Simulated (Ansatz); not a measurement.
Computed with Ansatz on PBE0-D4/def2-TZVP structures; ΔE is electronic, products minus reactants. CCSD(T)/CBS is the MP2 limit (def2-TZVPP, def2-QZVPP) plus CCSD(T) − MP2 in def2-TZVPP, frozen cores. DFT in def2-TZVPP. B3LYP here is the variant with VWN-RPA as its local correlation; programs differ in this. For Ge outer-core shells are correlated without core-valence functions, which leaves a few kJ/mol of doubt a bond. Scalar relativity is left out up to krypton. Each species was taken in one conformer, which may not be the lowest.

Reaction (isomerisation): `[CH3][GeH]([NH2])[F]` → `N[CH](F)[GeH3]`

CCSD(T)/CBS gives +239.7 kJ/mol.

(1) Another level gave +225.4 kJ/mol. Which?
A. CCSD/def2-TZVPP
B. MP2/def2-TZVPP
C. B3LYP-D4/def2-TZVPP
D. PBE/def2-TZVPP

Largest T1 diagnostic among the species: 0.012.

Answers

(1) C. B3LYP-D4 225.4, CCSD/def2-TZVPP 240.0, MP2/def2-TZVPP 252.8, PBE 213.1 kJ/mol.

From PBE to PBE0 (25 % exact exchange), in def2-TZVPP and without D4, ΔE moves by +9.1 kJ/mol.
